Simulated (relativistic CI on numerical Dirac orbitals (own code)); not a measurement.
Sn²⁶⁺: q coefficients and field-shift factors

Method of calculation: Dirac-Coulomb-Breit CI, KLI orbitals optimised for each configuration, derivatives by finite differences, unscaled Slater integrals, QED left out (own radial code, finite nucleus).

Configurations in the expansion (outside the closed core [Ne]): 3s2 3p6 3d6, 3s2 3p5 3d7, 3s2 3p4 3d8, 3s 3p6 3d7, 3p6 3d8, 3s 3p5 3d8, 3s2 3p6 3d5 4s, 3s2 3p6 3d5 4p. Levels of other configurations are missing.

With x = (α/α₀)² − 1 an excitation energy changes as ω = ω₀ + qx; K = 2q/ω₀ is the relative enhancement. Terms are leading LS components, so labels can repeat. The field-shift factor is F = δν/δ⟨r²⟩ for the transition from the lowest level.

Lowest level 3s2 3p6 3d6 5D_4.

```csv
Level,ω₀ (cm⁻¹),q (cm⁻¹),F (GHz/fm²)
3s2 3p6 3d6 5D_2,32779,3383,-0.0143
3s2 3p6 3d6 5D_3,49591,65090,0.511
3s2 3p6 3d6 5D_0,64006,45710,0.383
3s2 3p6 3d6 5D_1,67255,70280,0.544
3s2 3p6 3d6 3H_4,92512,27790,0.332
3s2 3p6 3d6 3G_5,120692,45820,0.512
3s2 3p6 3d6 3H_6,120887,47400,0.548
3s2 3p6 3d6 5D_2,132300,97810,0.744
3s2 3p6 3d6 3F_3,141782,60980,0.573
3s2 3p6 3d6 3F_2,144853,66600,0.506
3s2 3p6 3d6 1S_0,171740,97620,0.898
3s2 3p6 3d6 3H_4,175506,107800,0.976
3s2 3p6 3d6 3D_1,188415,83330,0.772
```

At this charge energies of transitions that change n are usually good to better than 1 %, and those within a shell (Δn = 0) to a few per cent. Terms inside the open d or f shell come out 10 to 20 % too wide with unscaled integrals.

(1) Which transition from the lowest level has the largest |K|?

Results:

(1) 3s2 3p6 3d6 5D_3 at 49591 cm⁻¹, K = 2.62.
